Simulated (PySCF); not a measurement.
Predicted microwave data (PBE0/pcSseg-1 in PySCF (dipole) on a GFN2-xTB geometry, gas phase) for one isomer of C6H9FO2Si:

```
Rotational constants : A = 2511, B = 459.9, C = 400.4 MHz
Dipole components    : |μa| = 2.82 D, |μb| = 0.60 D, |μc| = 0.37 D
Inertial defect      : -38.01 u·Å²
κ                    : -0.94
```

**Question.** Which structure is it? (One computed conformer of each.)
A. `[O:1]=[C:2]([OH:3])[C:4]1=[CH:5][C@@H:6]1[CH2:7][CH2:8][SiH2:9][F:10]` with O1–C2–O3–H 0°, O1–C2–C4–C5 142°, C5–C6–C7–C8 -138°, C6–C7–C8–Si9 180°, C7–C8–Si9–F10 57°
B. `[CH3:1][CH2:2][C@@H:3]1[CH:4]=[C:5]([SiH2:6][F:7])[C:8](=[O:9])[O:10]1` with C1–C2–C3–C4 54°, C4–C5–Si6–F7 -1°
C. `[O:1]=[C:2]([OH:3])[C:4]1=[CH:5][C@H:6]1[SiH2:7][CH2:8][CH2:9][F:10]` with O1–C2–O3–H 1°, O1–C2–C4–C5 -4°, C5–C6–Si7–C8 129°, C6–Si7–C8–C9 46°, Si7–C8–C9–F10 51°
D. `[CH2:1]=[CH:2][CH2:3][O:4][C@@H:5]1[CH:6]=[C:7]([F:8])[SiH2:9][O:10]1` with C1–C2–C3–O4 -20°, C2–C3–O4–C5 -89°, C3–O4–C5–C6 -179°

**Answer.** A. It is O=C(O)C1=C[C@@H]1CC[SiH2]F, a near-prolate asymmetric top, point group C1. The candidates at the same level (rigid rotor, commonest isotopes):

| SMILES | A (MHz) | B (MHz) | C (MHz) | μa (D) | μb (D) | μc (D) | Δ (u·Å²) | point group | rotor |
| --- | --- | --- | --- | --- | --- | --- | --- | --- | --- |
| O=C(O)C1=C[C@@H]1CC[SiH2]F | 2511 | 459.9 | 400.4 | 2.82 | 0.60 | 0.37 | -38.01 | C1 | near-prolate asymmetric top |
| C=CCO[C@@H]1C=C(F)[SiH2]O1 | 2184 | 750.6 | 650.9 | 0.94 | 0.20 | 1.08 | -128.27 | C1 | asymmetric top |
| O=C(O)C1=C[C@H]1[SiH2]CCF | 1663 | 711.0 | 579.2 | 0.07 | 0.64 | 0.59 | -142.15 | C1 | asymmetric top |
| CC[C@@H]1C=C([SiH2]F)C(=O)O1 | 1771 | 762.1 | 619.0 | 1.52 | 3.33 | 1.02 | -132.00 | C1 | asymmetric top |

`C=CCO[C@@H]1C=C(F)[SiH2]O1` has B 63 % too high; `CC[C@@H]1C=C([SiH2]F)C(=O)O1` has B 66 % too high; `O=C(O)C1=C[C@H]1[SiH2]CCF` has B 55 % too high. No structure here is proved a minimum.
